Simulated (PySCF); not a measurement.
Species: C7H10N (doublet state).
Z-matrix (Å and degrees, GFN2-xTB geometry), rows numbered from 1:
```
C 
N   1  1.2511
C   2  1.4297  1  120.71
C   3  1.5449  2  109.69  1  -132.80
C   4  1.5477  3  107.10  2  -139.59
C   5  1.4860  4  103.08  3    24.78
C   6  1.4677  5  122.95  4    52.15
C   6  1.4708  5  111.64  4   -18.59
H   1  1.0800  2  118.51  3  -178.51
H   1  1.0972  2  124.48  3     1.59
H   3  1.1051  2  112.28  1    -8.36
H   4  1.0888  3  111.63  2    97.39
H   4  1.0900  3  107.78  2   -21.57
H   5  1.0900  4  112.02  3   146.76
H   5  1.0923  4  110.15  3   -92.36
H   7  1.0806  6  118.72  8  -103.08
H   7  1.0825  6  120.14  8   109.27
H   8  1.0791  3  117.30  2   -84.25
```

The hyperfine couplings belong to this conformer and change with its torsions.

As a line formula: `C=N[C@@H]1CC[C]2C[C@@H]21` [radical].

Method used: PySCF 2.14.0, UKS B3LYP, pcH-1 on C H N, non-relativistic, mean-field spin-orbit, GIAO. One conformer (not necessarily the lowest) at the GFN2-xTB geometry, without solvent, vibrations or thermal averaging. A GFN2-xTB geometry isn't a minimum of the functional, and hyperfine couplings can be far from their values at a DFT geometry. No stability test was run, so a lower SCF solution isn't excluded.

(1) Match the computed a_iso(13C) values +359.4, +42.1, +18.2, -9.7, -7.7, +6.3, +3.6 MHz with the sites C1; C3; C4; C5; C6; C7; C8.

Answers

(1) 
| site | a_iso (MHz) | ρ(0) (bohr⁻³) | position | distance from C6 (Å) | spin population | largest \|T\| (MHz) |
| --- | --- | --- | --- | --- | --- | --- |
| C1 | +3.6 | +0.0032 | 4 bonds from C6 | 4.57 | +0.02 | 3.5 |
| C3 | +18.2 | +0.0162 | 2 bonds from C6 | 2.42 | +0.01 | 3.4 |
| C4 | +42.1 | +0.0374 | 2 bonds from C6 | 2.38 | +0.05 | 9.2 |
| C5 | +6.3 | +0.0056 | 1 bond from C6 | 1.49 | -0.04 | 7.3 |
| C6 | +359.4 | +0.3197 | largest spin population | 0.00 | +0.89 | 136.1 |
| C7 | -7.7 | -0.0068 | 1 bond from C6 | 1.47 | +0.01 | 10.9 |
| C8 | -9.7 | -0.0087 | 1 bond from C6 | 1.47 | 0.00 | 8.6 |

ρ(0) is the spin density at the nucleus and T the dipolar tensor. The largest Mulliken spin population is on C6 (+0.89). The angles at C6 add up to 297.3°, so it is pyramidal.

The spin density at the nucleus, in bohr⁻³, is negative for C8 (-0.0087) and C7 (-0.0068), for instance. A restricted open-shell determinant has no negative spin density anywhere; here it arises because α and β orbitals differ (spin polarisation).

Time: 84 s wall (grids of density and orbitals included); peak memory 0.97 GiB. Hardware: Arm Neoverse V2, one thread, no GPU, on a shared host.
